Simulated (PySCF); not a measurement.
PySCF input for CH₄BeO, SMILES [CH3][Be][OH], KT2/pcSseg-2. Coordinates come from a B3LYP-D3(BJ)/def2-TZVP optimisation. One conformer was computed; it need not be the lowest.

```python
import numpy as np
from pyscf import gto, scf, dft
from pyscf.prop.nmr import rks as nmr

mol = gto.M(
    atom='''
    Be   -0.08842477   -0.04322268    0.09266771
    C     0.97095160    0.53940508   -1.08240988
    H     1.92298288    0.00018510   -1.06229085
    H     1.20144334    1.59893511   -0.93825811
    H     0.56397145    0.43170590   -2.09192366
    O    -0.92266663   -0.59179830    1.09654680
    H    -1.77907506   -0.35997943    1.44388661
    ''',
    basis='pcSseg-2',
    charge=0,
    spin=0,
    max_memory=1600,
    verbose=3,
)
mf = dft.RKS(mol, xc='kt2')
mf.grids.level = 3
mf.conv_tol = 1e-10
mf.max_cycle = 100
mf.kernel()
n = nmr.NMR(mf)
n.verbose = 2
n.max_cycle_cphf = 60
sigma = n.kernel()
print('atom   isotropic/ppm   span/ppm')
for i, s in enumerate(sigma):
    w = np.linalg.eigvalsh((s + s.T) / 2)
    print(f'{mol.atom_symbol(i):2s}{i + 1:3d} {w.mean():14.3f} {w[2] - w[0]:11.3f}')
```

Program output:

```
converged SCF energy = -132.68029417414
atom   isotropic/ppm   span/ppm
Be  1         96.485      98.006
C   2        207.816       9.486
H   3         32.282      11.367
H   4         32.285      11.240
H   5         32.274      11.252
O   6        282.341     183.553
H   7         29.597      21.236
```

The run converged.
